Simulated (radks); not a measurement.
Species: Zn23+. Configuration: [He] 2s2 2p2.75 3s0.25 (fractional occupations, a model configuration).

Calculated with a radial shooting solver on a logarithmic mesh with Libxc functionals: scalar-relativistic Kohn-Sham, TASK exchange with Perdew-Wang LDA correlation, spin-polarised, spherical densities, finite nucleus; open shells are filled with parallel spins first; meta-GGA in the generalised Kohn-Sham scheme; Fermi nuclear charge, rms radius 3.9283 fm.

Energy parts (eV):
| part | energy |
|---|---|
| total | -36466.203 |
| kinetic | 37198.546 |
| electron-nucleus | -76889.064 |
| Hartree | 4190.069 |
| exchange-correlation | -965.754 |

Orbitals (lengths in bohr, moments of r in powers of bohr; r(90%) holds 90 % of the orbital's charge):
orbital  occ.  eigenvalue (eV)  r(90%)  <1/r>       <r^4>
1s up       1        -10906.22  0.0898  30.25  0.00002958
1s down     1        -10880.69  0.0893  30.35  0.00002906
2s up       1        -2314.589   0.327  7.038    0.004737
2s down     1        -2273.653   0.330  6.924    0.004909
2p up    2.75        -2198.404   0.296  6.878    0.003199
3s up    0.25        -926.1041   0.744  2.872      0.1311

The highest occupied level is 3s up at -926.10 eV. Summed over all electrons, <r^2> = 0.3017 bohr^2, which gives a Langevin (diamagnetic) susceptibility term of -0.239 x 10^-6 cm^3/mol. Spin moment in Bohr magnetons: 3. The density falls to 0.001 e/bohr^3 at r = 1.05 bohr. The spin density at the nucleus is 51.14 e/bohr^3 (1s -81.77, 2s 52.09, 3s 80.82).

Empty levels of this run are not shown, since the potential may be unsettled where no density lies.
